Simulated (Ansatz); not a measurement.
Computed with Ansatz on PBE0-D4/def2-TZVP structures; ΔE is electronic, products minus reactants. CBS: MP2 limit from def2 TZ/QZ plus the TZ coupled-cluster correction, frozen cores. This one scheme is used for every species. One conformer a species, not always the lowest.

`[AlH2][SiH]([SiH3])[SiH3]` + `COCN` → `N[SiH]([SiH3])[SiH3]` + `CO[CH2][AlH2]`  (formal exchange of groups at the Si–Al bond)

```tsv
species	CCSD(T)/CBS(def2) energy (Eh)
`[AlH2][SiH]([SiH3])[SiH3]`	-1114.63436
`COCN`	-210.17145
`N[SiH]([SiH3])[SiH3]`	-927.36405
`CO[CH2][AlH2]`	-397.45414
```

(1) Work out ΔE.

Largest T1 diagnostic among the species: 0.014.

Results:

(1) ΔE = (-927.36405) + (-397.45414) − (-1114.63436) − (-210.17145) = -0.01238 Eh = -0.34 eV.

In def2-TZVPP, CCSD(T) changes the Hartree–Fock value by +0.14 eV (the triples alone add +0.03 eV) and MP2 by +0.06 eV.
